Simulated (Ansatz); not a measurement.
Start from `[NH2][GeH2][F]` and change one atom or group to get `[F][GeH2][GeH3]`.

Ansatz, PBE0-D4/def2-TZVP geometries, multiplicity 1. Each molecule was computed in one conformer, which needn't be the lowest.

Scalar relativity is left out up to krypton.

```
                                          property  `[NH2][GeH2][F]`
                 LUMO energy (PBE/def2-TZVPP) / eV             -0.33
               HOMO–LUMO gap (PBE/def2-TZVPP) / eV              6.21
    size of the dipole moment (PBE/def2-TZVPP) / D              1.68
               HOMO energy (B3LYP/def2-TZVPP) / eV             -7.79
size of the dipole moment (ωB97M-V/def2-TZVPP) / D              1.69
              HOMO–LUMO gap (PBE0/def2-TZVPP) / eV              8.57
```

(1) Give the same properties after the change, and the shifts. (Estimate.)

## Answers

(1) Computed: 
| property | `[F][GeH2][GeH3]` | shift |
| --- | --- | --- |
| LUMO energy (PBE/def2-TZVPP) / eV | -1.34 | -1.01 |
| HOMO–LUMO gap (PBE/def2-TZVPP) / eV | 5.82 | -0.39 |
| size of the dipole moment (PBE/def2-TZVPP) / D | 2.00 | 0.32 |
| HOMO energy (B3LYP/def2-TZVPP) / eV | -8.16 | -0.37 |
| size of the dipole moment (ωB97M-V/def2-TZVPP) / D | 2.16 | 0.47 |
| HOMO–LUMO gap (PBE0/def2-TZVPP) / eV | 7.87 | -0.70 |

With PBE0 the HOMO falls by 0.31 eV and the LUMO falls by 1.02 eV, so the gap narrows by about 0.71 eV. PBE moves the HOMO by -0.62 eV and ωB97M-V by 0.06 eV. The zero-point energy changes by -7.7 kJ/mol with +3 modes. Dipoles are sizes alone; their direction can turn.

B3LYP here is the variant with VWN-RPA as its local correlation; programs differ in this.
